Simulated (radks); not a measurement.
Values are calculated unless marked as measured or tabulated.
Q: The mean radii <r> (bohr) of the occupied orbitals of an atom or ion are listed with their occupations. Code: a radial shooting solver on a logarithmic mesh with Libxc functionals. Model: scalar-relativistic Kohn-Sham, PBE, spin-polarised, spherical densities, finite nucleus; Fermi nuclear charge, rms radius of each element as measured or else 0.836 A^(1/3) + 0.57 fm.

orbital  occ.      <r>
1s down     1  0.01715
1s up       1  0.01715
2s up       1  0.07236
2s down     1  0.07236
2p up       3  0.06523
2p down     3  0.06523
3s up       1   0.1871
3s down     1   0.1871
3p up       3   0.1882
3p down     3   0.1882
3d up       5   0.1704
3d down     5   0.1704
4s up       1   0.4151
4s down     1   0.4151
4p up       3   0.4418
4p down     3   0.4418
4d up       5   0.4682
4d down     5   0.4679
5s up       1   0.9452
5s down     1   0.9381
4f up       7   0.5156
4f down     7   0.5127
5p up       3    1.077
5p down     3    1.070
5d up       5    1.377

Name the element and its charge. Open shells, if any, are filled with parallel spins first.

A: Z = 78, platinum, charge +5: Pt5+ in [Xe] 4f14 5d5. The 1s radius gives Z: for a bare nucleus <r> = (2 gamma + 1)/(2Z) with gamma = sqrt(1 - (Z/c)^2), 0.01695 bohr for Z = 78, and screening makes it slightly larger (0.01715 here). The occupations add up to 73, and the charge is Z minus that.
